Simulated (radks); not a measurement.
Problem. Se4+, 30 electrons, occupied as [Ar] 3d10 4s2. All-electron calculation, non-relativistic Kohn-Sham, exchange-only PBE, spin-polarised, spherical densities, point nucleus. Program: a radial shooting solver on a logarithmic mesh with Libxc functionals. Some entries of the table are withheld. Estimate them.

| orbital | occ. | eigenvalue (hartree) | <1/r> (bohr^-1) |
|---|---|---|---|
| 1s | 2 | (1) | 33.50 |
| 2s | 2 | (2) | 7.405 |
| 2p | 6 | -53.40123 | 7.382 |
| 3s | 2 | (3) | 2.428 |
| 3p | 6 | -7.38541 | 2.314 |
| 3d | 10 | (4) | (5) |
| 4s | 2 | -2.19996 | 0.8179 |

Solution. 
(1) 1s eigenvalue (hartree): -453.9881
(2) 2s eigenvalue (hartree): -59.25000
(3) 3s eigenvalue (hartree): -9.39766
(4) 3d eigenvalue (hartree): -3.82087
(5) 3d <1/r> (bohr^-1): 2.048
